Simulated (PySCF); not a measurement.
Sn(F)2(Br)(OH), SMILES [F][Sn]([OH])([F])[Br], PBE0/def2-SVP optimised geometry.

```
6

O      1.12    -0.90     0.00
Sn    -0.83    -0.90     0.00
F     -1.46    -1.61    -1.67
F     -1.48     0.90     0.00
Br    -1.72    -2.14     1.89
H      1.48    -0.48    -0.79
```

Density from PBE0/def2-TZVP, def2 effective core potentials past Kr run with PySCF 2.14.0 at that geometry. The core electrons that the potentials of Sn replace are not part of the density.

Minimum of the electron density along straight lines between bonded atoms, close to the bond critical point (lines longer than 1.1 times the sum of covalent radii, or with two minima, are not listed):

| bond | length / Å | ρ at the minimum / e bohr⁻³ | ∇²ρ there / e bohr⁻⁵ | position (fraction from the first atom) |
|---|---|---|---|---|
| O1–Sn2 | 1.951 | 0.128 | 0.49 | 0.49 |
| Sn2–F3 | 1.919 | 0.124 | 0.60 | 0.52 |
| Sn2–F4 | 1.919 | 0.124 | 0.60 | 0.52 |
| Sn2–Br5 | 2.434 | 0.086 | 0.11 | 0.47 |
| O1–H6 | 0.967 | 0.351 | -2.37 | 0.81 |
